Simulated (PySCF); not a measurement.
# TlSi and its ions

PBE0; Tl def2-SVPD with ECP60, Si def2-SVPD; scalar-relativistic core potentials (PySCF 2.14). Neutral (UKS): quartet (σ ↑, π ↑↑), Re = 2.687 Å, ωe = 232 cm⁻¹, De = 2.25 eV, HOMO -5.35 eV, LUMO -2.53 eV.

TlSi⁻ (UKS): triplet (π ↑↑), Re = 2.659 Å, ωe = 263 cm⁻¹. The energies at the minima are -461.73057 hartree for TlSi and -461.76600 for TlSi⁻.

Question: Work out the adiabatic electron affinity, without and with harmonic zero-point energies (1 hartree = 27.2114 eV, 1 eV = 8065.5 cm⁻¹), and the change of the bond length.

Answer: At PBE0: 0.03543 hartree = 0.964 eV between the minima; the zero-point term (232.0 − 263.0)/2 cm⁻¹ = -0.002 eV makes it 0.962 eV. Re changes by -2.8 pm against the neutral. The electron enters a σ orbital, and the shorter bond of the ion fits a bonding orbital, or a change in how ionic the bond is.

Spin–orbit coupling is left out, which matters for elements this heavy, above all for dissociation energies. The highest Kohn–Sham level is positive in this anion. Much of that is self-interaction error, but it also means that the finite basis helps to hold the extra electron. States were picked by a PBE0 search and need not be the measured ground states.
